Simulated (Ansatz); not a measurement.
`ClC[SiH2][SnH3]` + H₂S → `S[SiH2][SnH3]` + `CCl` at 500 K and 1 bar (ligand exchange at the Si–C bond).

Computed with Ansatz on PBE0-D4/def2-TZVP structures; ΔE is electronic, products minus reactants. CCSD(T)/CBS adds triple-zeta CCSD(T) − MP2 to the extrapolated MP2 energy (def2 sets, frozen cores). This one scheme is used for every species. Elements past krypton have def2 core potentials. For Sn outer-core shells are correlated without core-valence functions, which leaves a few kJ/mol of doubt a bond. Each species was taken in one conformer, which may not be the lowest.

| species | CCSD(T)/CBS energy (Eh) | H − E (kJ/mol) | S (J/(mol·K)) |
| --- | --- | --- | --- |
| `ClC[SiH2][SnH3]` | -1005.12998 | 225.3 | 459.1 |
| H₂S | -398.97279 | 57.0 | 224.0 |
| `S[SiH2][SnH3]` | -904.49431 | 170.0 | 426.9 |
| `CCl` | -499.63220 | 119.3 | 258.4 |

H − E and S are ideal-gas, rigid-rotor, harmonic terms from PBE0-D4/def2-TZVP, for one conformer and one mirror image of each species. 1 Eh = 2625.50 kJ/mol, R = 8.31446 J/(mol·K).

By hand: ΔE, ΔH, ΔS and ΔG.

ΔE = (-904.49431) + (-499.63220) − (-1005.12998) − (-398.97279) = -0.02374 Eh = -62.3 kJ/mol. Δ(H − E) = 170.0 + 119.3 − 225.3 − 57.0 = 7.0, so ΔH = -55.3 kJ/mol. ΔS = 426.9 + 258.4 − 459.1 − 224.0 = 2.2 J/(mol·K). ΔG = -55.3 − 500 × (2.2)/1000 = -56.4 kJ/mol.

By hand: the equilibrium constant, and the temperature at which ΔG would vanish if ΔH and ΔS stayed fixed.

log₁₀ K = −ΔG/(RT ln 10) = 5.9. ΔH and −TΔS have one sign here, so there is no such temperature.

The number of gas molecules stays the same, so ΔS is small and ΔH decides. A doubt of 5 kJ/mol in ΔE shifts log₁₀ K by 0.5 here. Other conformers and mirror images would add mixing entropy, several J/(mol·K) or more a flexible species. Modes under 60 cm⁻¹, often nearly free rotors, make the harmonic entropy too high. These are equilibria of isolated gas molecules and say nothing of rates. Largest T1 diagnostic: 0.013 (customary marks: 0.02 for closed shells, 0.045 for open ones).

ΔS is within the doubt of such terms, so its sign, and with it that verdict, could turn.
